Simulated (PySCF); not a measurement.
CH6O3Sn, SMILES [CH3][Sn]([OH])([OH])[OH]. Atoms are numbered in the order given.

```xyz
11

C      0.0000     0.0000    -2.1642
Sn     0.0000     0.0000    -0.0268
O     -1.8305     0.1957     0.7372
O      1.0847     1.4874     0.7372
O      0.7458    -1.6831     0.7372
H     -0.9638     0.3919    -2.5153
H      0.8213     0.6387    -2.5153
H      0.1425    -1.0306    -2.5153
H     -1.9957    -0.4972     1.3933
H      0.5673     1.9769     1.3933
H      1.4284    -1.4797     1.3933
```

Geometry: B3LYP-D3(BJ)/def2-SVP. The structure was generated by enumeration; whether it is a known compound was not checked. The def2 effective core potentials stand for the cores of Sn; spin–orbit coupling is left out. The values are those of a single conformer.

All values below come from IEF-PCM-M06-2X/def2-SVP (PySCF).

The values are the electrostatic part of the solvation free energy, E(continuum) − E(gas) at the gas-phase geometry, in a cavity of scaled van der Waals radii (PySCF's table); cavitation and dispersion terms are not included. A continuum can't describe solvent molecules that bind to the metal. In vacuum the orbital gap is 10.07 eV. The dipole moment in vacuum is 0.22 D.

Computed values in water (ε = 78.36), cyclohexanone (ε = 15.62), methanol (ε = 32.61):
```json
[
 {"solvent": "water", "ε": "78.36", "ΔG(elec) (kcal/mol)": "-11.6", "dipole (D)": "0.25", "gap (eV)": "10.15"},
 {"solvent": "cyclohexanone", "ε": "15.62", "ΔG(elec) (kcal/mol)": "-10.7", "dipole (D)": "0.26", "gap (eV)": "10.14"},
 {"solvent": "methanol", "ε": "32.61", "ΔG(elec) (kcal/mol)": "-11.2", "dipole (D)": "0.25", "gap (eV)": "10.15"}
]
```
